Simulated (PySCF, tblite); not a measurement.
Question: Give a GFN2-xTB geometry of `COCCPCOC`.

Answer: 
Z-matrix in Å and degrees, rows numbered from 1:
```
C 
O   1  1.4022
C   2  1.4087  1  114.63
C   3  1.5225  2  105.08  1  -170.57
P   4  1.8722  3  105.66  2    31.68
C   5  1.8826  4   97.18  3   -97.50
O   6  1.3991  5  114.55  4   177.21
C   7  1.4031  6  113.81  5    61.31
H   1  1.0965  2  111.31  3    57.66
H   1  1.0970  2  110.96  3   -63.69
H   1  1.0879  2  106.61  3   177.01
H   3  1.1007  2  110.70  1    67.67
H   3  1.0999  2  109.78  1   -51.67
H   4  1.0900  3  111.10  2   150.63
H   4  1.0924  3  111.35  2   -87.64
H   5  1.4127  4   92.66  3   167.62
H   6  1.0925  5  107.21  4    60.18
H   6  1.1050  5  108.87  4   -58.19
H   8  1.0979  7  111.00  6   -65.30
H   8  1.0976  7  111.31  6    56.08
H   8  1.0885  7  106.73  6   175.51
```

P5 (phosphine phosphorus) is pyramidal (angles 97.2°, 94.5° and 92.7°, sum 284.4°, 0.89 Å off the plane of its three neighbours). Of the pairs four or more bonds apart, O2···H17 is among the closest relative to their van der Waals radii: 2.46 Å, 91 % of the sum of Bondi's values.

Computed geometry: GFN2-xTB, gas phase.

Point group: C1 (no symmetry element, even within 0.4 Å). Its GFN2-xTB frequencies are all real (lowest 43 cm⁻¹). The numbers are those of one conformer (C1–O2–C3–C4 -171°, O2–C3–C4–P5 32°, C3–C4–P5–C6 -97°, C4–P5–C6–O7 177°, P5–C6–O7–C8 61°).
